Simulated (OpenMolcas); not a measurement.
Mn⁵⁺: effect of the active space

```
Program             : OpenMolcas 26.06
Method              : CASSCF
Basis               : ANO-R1
Scalar Hamiltonian  : X2C, finite nucleus
Spin-orbit coupling : state interaction with AMFI integrals over the reference wave functions, term energies averaged over their components
```

A. 2 electrons in 5 orbitals (3d); 2S+1 = 3 even, 10 roots; 2S+1 = 1 even, 15 roots; cost about 5 core-seconds
B. 2 electrons in 10 orbitals (3d 4d); 2S+1 = 3 even, 10 roots; 2S+1 = 1 even, 14 roots kept (CI in the orbitals of an earlier block); cost of the order of 8 core-seconds

Energies in eV above 3d2 3F2, the measured ground level; measured values from Corliss and Sugar, J. Phys. Chem. Ref. Data 6, 1253 (1977).

| Level | A | B | Measured |
| --- | --- | --- | --- |
| 3d2 3F2 | 0.0000 | 0.0000 | 0.0000 |
| 3d2 3F3 | 0.0906 | 0.0908 | 0.0925 |
| 3d2 3F4 | 0.2058 | 0.2063 | 0.2069 |
| 3d2 1D2 | 2.3315 | 2.3201 | 1.9014 |
| 3d2 3P0 | 2.7084 | 2.6981 | 2.2047 |
| 3d2 3P1 | 2.7409 | 2.7269 | 2.2388 |
| 3d2 3P2 | 2.8140 | 2.7995 | 2.3096 |
| 3d2 1G4 | 3.5709 | 3.5554 | 3.1630 |

Deviations, from unrounded energies. A percentage is the sum of absolute deviations over the sum of measured energies, with the sign that they share, or ± where signs differ.

```csv
Against measurement,Levels,A,B
mean absolute deviation (cm-1),7,2700,2600
fine structure of the ground term (%),2,-1.0,-0.8
other terms of the ground configuration (%),5,+19.9,+19.3
```

A, B lie about equally close to measurement. The largest miss of B in the table is 3d2 3P0, by +4000 cm-1. The ranking rests on the paired levels alone, and a cruder setting can come out closer through cancelling errors.

The spin-orbit steps hold different terms of 3d2 (B lacks 1S), which shifts levels as well.

Between A and B the level of the table that moves most is 3d2 1G4, by 120 cm-1 (lowest in B, highest in A).

Without dynamic correlation excited terms often stand tens of per cent too high (terms of higher spin than the ground term too low), and those without a measured partner can miss by more than the paired ones. The basis is small and was not contracted for so high a charge. Terms from blocks run as CI alone lack orbitals of their own (holds for B). Active for correlation alone: 4d; no level in the range computed is led by a configuration that fills it, so any true level of that kind is missing (holds for B). Measured partners are found by configuration, term and J. A level has none where our copy of the source lacks it or the pairing is in doubt (some pairs that miss far off the trend of their configuration count as doubtful), and it then counts in no deviation. Only configurations of the active space appear. Levels that lie high or do not pair safely by name in every column are left out.
